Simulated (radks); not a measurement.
The numbers below are computed, except where a source is named.
Species: the manganese ion Mn+. Configuration: [Ar] 3d5 4s1. Code: a radial shooting solver on a logarithmic mesh with Libxc functionals. Model: scalar-relativistic Kohn-Sham, r2SCAN, spin-unpolarised, spherical densities, finite nucleus; meta-GGA in the generalised Kohn-Sham scheme; Fermi nuclear charge, rms radius 3.7057 fm. Some entries of the table are withheld. Estimate them.

| orbital | occ. | eigenvalue (hartree) | r(max) (bohr) | <1/r> (bohr^-1) |
|---|---|---|---|---|
| 1s | 2 | -237.4511 | 0.03988 | 24.92 |
| 2s | 2 | -27.96582 | 0.2322 | 5.323 |
| 2p | 6 | -23.68387 | 0.1884 | (1) |
| 3s | 2 | (2) | 0.7357 | 1.656 |
| 3p | 6 | -2.37555 | 0.7528 | 1.516 |
| 3d | 5 | -0.54744 | 0.7655 | 1.142 |
| 4s | 1 | (3) | 2.413 | 0.4566 |

Answer. 
(1) 2p <1/r> (bohr^-1): 5.205
(2) 3s eigenvalue (hartree): -3.57212
(3) 4s eigenvalue (hartree): -0.43334
